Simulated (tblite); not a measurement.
C7H8N (doublet state).
Geometry (GFN2-xTB, Å), atoms numbered from 1 in this order:
```xyz
16
C7H8N angstrom
C      4.1524   -0.7456   -0.4365
C      2.9809   -0.6382   -0.1688
C      1.6662   -0.5198    0.1388
C      0.4950   -0.4702    0.4484
C     -0.9143   -0.2061    0.6933
C     -1.7875   -1.3539    0.1768
C     -1.1707    1.0789   -0.0184
N     -1.0299    2.2981    0.6187
H      5.1687   -0.8393   -0.6742
H     -1.0767   -0.0783    1.7719
H     -1.6340   -1.4912   -0.8913
H     -2.8366   -1.1281    0.3527
H     -1.5325   -2.2818    0.6846
H     -1.1920    1.0915   -1.0940
H     -0.6920    2.2495    1.5695
H     -0.6045    3.0433    0.0845
```

Computed with GFN2-xTB (tblite): harmonic, unscaled wavenumbers at the GFN2-xTB geometry, gas phase. This tight-binding method is rough: wavenumbers can miss measured ones by several per cent, in bad cases by 10 to 20. One conformer, not necessarily the lowest. Open shells enter through the occupations alone, without spin polarisation, and single modes of such species can be off by tens of per cent.

Harmonic wavenumbers (cm⁻¹): 50.8, 98.9, 108.0, 173.3, 187.5, 202.6, 246.8, 293.6, 346.0, 367.7, 372.7, 404.6, 476.9, 502.0, 604.6, 632.1, 691.3, 711.2, 898.8, 998.3, 1022.6, 1092.0, 1158.2, 1187.9, 1234.6, 1241.8, 1277.7, 1397.3, 1402.8, 1489.8, 1496.4, 1498.7, 2197.2, 2294.7, 2884.8, 3032.3, 3037.1, 3040.6, 3116.3, 3381.6, 3404.7, 3453.2.

A = 3557, B = 1013, C = 823.3 MHz; mass 106.066 u (most abundant isotopes); point group C1, symmetry number 1; spin multiplicity 2.

Problem. Zero-point energy?

Solution. ½Σν̃ = 26855 cm⁻¹ = 76.78 kcal/mol.

Problem. What is S at 273.15 K and 1 bar for an ideal gas of classical rigid rotors and harmonic oscillators?

Solution. Translation 39.48, rotation 28.81, vibration 26.74, spin (R ln 2) 1.38: S = 96.4 cal/(mol K).

Problem. And Cp and H(273.15 K) − H(0)?

Solution. Cp = 36.12 cal/(mol K), of which vibrations give 28.18 (their classical limit is 42 R = 83.5); H(273.15 K) − H(0) = 6.18 kcal/mol without the zero-point energy, 4.01 from vibrations.

Problem. Blend soft modes into free rotors: weight 1/[1 + (100 cm⁻¹/ν̃)⁴] for the oscillator and the rest for a rotor with moment μB/(μ + B), μ = h/(8π²ν), B = 10⁻⁴⁴ kg m². What vibrational entropy results?

Solution. 25.22 cal/(mol K) in place of 26.74, which changes −T·S at 273.15 K by +0.42 kcal/mol.

Problem. What must be added to the electronic energy to get the Gibbs energy at 273.15 K and 1 bar?

Solution. ZPE + [H(273.15 K) − H(0)] − T·S = 76.78 + 6.18 − 26.34 = 56.62 kcal/mol.

Hindered rotation and anharmonicity are outside this model. Other conformers, if any are populated, would add a mixing term that is left out. The structure is chiral; the term R ln 2 for an equal mix with its mirror image is left out.
